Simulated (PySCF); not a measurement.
**Diatomic cations of Hg with group 14**

PBE with double-zeta basis sets in PySCF, for the lowest determinant that a PBE0 search found; no spin–orbit coupling. De refers to high-spin ground-configuration atoms (the charge goes to the atom of lower measured ionisation energy or higher electron affinity, which is not always the lowest computed limit). A positive dipole points towards Hg; it is taken about the centre of mass and depends on that origin.

```
 M     basis  charged atom  state (unpaired electrons)  Re (Å)  ωe (cm⁻¹)  De (eV)  μ (D)
 C  def2-SVP           Hg+               doublet (π ↑)   2.157        404     2.44  -1.42
Si  def2-SVP           Si+               doublet (π ↑)   2.625        206     1.46  -4.72
Sn  def2-SVP           Sn+               doublet (π ↑)   2.937        101     0.97  -3.52
Pb  def2-SVP           Pb+               doublet (π ↑)   3.028       81.8      n/a  -2.24
```

The shortest bond is that of HgC⁺ (2.157 Å), the longest that of HgPb⁺ (3.028 Å).

Down a group the atoms grow and get heavier, so bonds lengthen and wavenumbers fall; this series shows no clear exception.

Spin–orbit coupling is left out, which matters for elements this heavy, above all for dissociation energies. For an ion De counts to the pair picked by the measured ionisation energies or electron affinities, which need not be the lowest pair at this level. States were picked by a PBE0 search and need not be the measured ground states.
